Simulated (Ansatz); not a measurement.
Consider the ligand exchange at the Si–Cl bond: `O[SiH](Cl)Cl` + `N[SiH](O)O` → `O[SiH](O)N[SiH](O)Cl` + HCl.

Isolated molecules relaxed with PBE0-D4/def2-TZVP in Ansatz; ΔE leaves out vibrations. CCSD(T)/CBS adds triple-zeta CCSD(T) − MP2 to the extrapolated MP2 energy (def2 sets, frozen cores). This one scheme is used for every species. Each species was taken in one conformer, which may not be the lowest.

`O[SiH](Cl)Cl`:

Z-matrix (Å, degrees):
```
Si
Cl 1 2.042
Cl 1 2.041 2 107.4
O 1 1.621 2 111.2 3 -121.9
H 1 1.467 2 109.8 3 119.4
H 4 0.959 1 119.4 2 59.9
```

`N[SiH](O)O`:

Z-matrix (Å, degrees):
```
Si
O 1 1.639
O 1 1.639 2 116.1
N 1 1.714 2 107.1 3 -119.6
H 1 1.475 2 104.4 3 114.2
H 2 0.959 1 117.1 3 74.9
H 3 0.959 1 117.0 2 -75.2
H 4 1.008 1 119.6 2 171.6
H 4 1.008 1 119.6 2 -46.2
```

`O[SiH](O)N[SiH](O)Cl`:

Z-matrix (Å, degrees):
```
Si
O 1 1.648
N 1 1.710 2 107.2
O 1 1.639 2 103.4 3 122.9
H 1 1.481 2 112.8 3 -117.9
H 2 0.960 1 115.6 3 -152.6
Si 3 1.721 1 128.4 2 37.2
H 3 1.011 1 114.8 2 -129.5
H 4 0.958 1 118.9 2 -177.7
O 7 1.622 3 108.9 1 -11.3
Cl 7 2.060 3 106.8 1 -133.9
H 7 1.473 3 114.9 1 109.8
H 10 0.967 7 114.8 3 -25.3
```

HCl:

Z-matrix (Å, degrees):
```
Cl
H 1 1.279
```

```
               species  SCS-MP2/def2-TZVPP energy (Eh)
        `O[SiH](Cl)Cl`                     -1284.92155
          `N[SiH](O)O`                      -497.08527
`O[SiH](O)N[SiH](O)Cl`                     -1321.69807
                   HCl                      -460.30218
```

(1) Work out ΔE.

Largest T1 diagnostic among the species: 0.011.

Results:

(1) ΔE = (-1321.69807) + (-460.30218) − (-1284.92155) − (-497.08527) = 0.00657 Eh = +17.2 kJ/mol. CCSD(T)/CBS gives +17.0 kJ/mol.

In def2-TZVPP, CCSD(T) changes the Hartree–Fock value by −12.0 kJ/mol (the triples alone add −1.1 kJ/mol) and MP2 by −8.0 kJ/mol. The D4 term adds −10.9 kJ/mol with B3LYP and −6.6 kJ/mol with PBE0; it sums over pairs of atoms, weighted by their polarisabilities, and B3LYP, whose exchange is more repulsive, gets the larger term.

B3LYP here is the variant with VWN-RPA as its local correlation; programs differ in this.
